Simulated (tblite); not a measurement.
Species: C8H5 (doublet state).
SMILES: `C#CC1=C[C]=CC=C1`

Computed values, GFN2-xTB/tblite, gas phase, harmonic and unscaled. The method is semi-empirical: single wavenumbers can be off by several per cent or more. Open shells enter through the occupations alone, without spin polarisation, and single modes of such species can be off by tens of per cent.

Harmonic wavenumbers (cm⁻¹): 122.5, 135.2, 288.4, 373.0, 437.0, 451.0, 479.4, 580.3, 603.5, 656.8, 664.1, 755.3, 755.9, 843.2, 871.9, 903.0, 959.0, 1085.7, 1100.5, 1161.2, 1197.0, 1239.0, 1262.6, 1402.4, 1440.5, 1494.8, 1602.1, 2246.5, 3062.5, 3077.5, 3081.2, 3083.6, 3394.9.

A = 6171, B = 1574, C = 1254 MHz; mass 101.039 u (most abundant isotopes); point group Cs, symmetry number 1; spin multiplicity 2.

Question: What is the zero-point energy?

Answer: Half the sum of the wavenumbers: 20406 cm⁻¹ = 58.34 kcal/mol.

Question: What is S at 200 K and 1 bar for an ideal gas of classical rigid rotors and harmonic oscillators?

Answer: Translation 37.79, rotation 26.48, vibration 7.55, spin (R ln 2) 1.38: S = 73.2 cal/(mol K).

Question: And Cp and H(200 K) − H(0)?

Answer: Cp = 19.90 cal/(mol K), of which vibrations give 11.96 (their classical limit is 33 R = 65.6); H(200 K) − H(0) = 2.55 kcal/mol without the zero-point energy, 0.96 from vibrations.

Question: What must be added to the electronic energy to get the Gibbs energy at 200 K and 1 bar?

Answer: ZPE + [H(200 K) − H(0)] − T·S = 58.34 + 2.55 − 14.64 = 46.25 kcal/mol.

Question: Blend soft modes into free rotors: weight 1/[1 + (100 cm⁻¹/ν̃)⁴] for the oscillator and the rest for a rotor with moment μB/(μ + B), μ = h/(8π²ν), B = 10⁻⁴⁴ kg m². What vibrational entropy results?

Answer: 7.56 cal/(mol K) in place of 7.55, which changes −T·S at 200 K by 0.00 kcal/mol.

Hindered rotation and anharmonicity are outside this model.

The run took 0.34 s of wall time on one thread of an AMD EPYC 7B13, shared host with 96 logical CPUs at a one-minute load of 13. The figure is for the frequency step alone.
